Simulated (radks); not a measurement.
Values are calculated unless marked as measured or tabulated.
Problem. The terbium ion Tb4+, [Xe] 4f7. Level of theory: non-relativistic Kohn-Sham, LDA (Slater exchange, Perdew-Wang correlation), spin-polarised, spherical densities, point nucleus (a radial shooting solver on a logarithmic mesh with Libxc functionals). Every spin shell is full or empty, so the densities are truly spherical. Functionals are evaluated on that one density, not self-consistently. Rank these orbital-free kinetic functionals by their error against the exact value of the orbitals, and give that value: Thomas-Fermi, TF + vW/9, TF + vW/5, APBEK, Thakkar, Pearson, LKT, PG1, DePristo-Kress, Ernzerhof.

Solution. Exact: 11215.2 hartree. From best to worst, with 100 (|E| - |E exact|)/|E exact| (equal figures are ties): APBEK +0.02, DePristo-Kress -0.21, Ernzerhof -0.50, TF + vW/9 -0.74, Thakkar -0.74, Pearson -0.92, TF + vW/5 +2.65, Thomas-Fermi -4.97, PG1 +13.48, LKT +17.26.
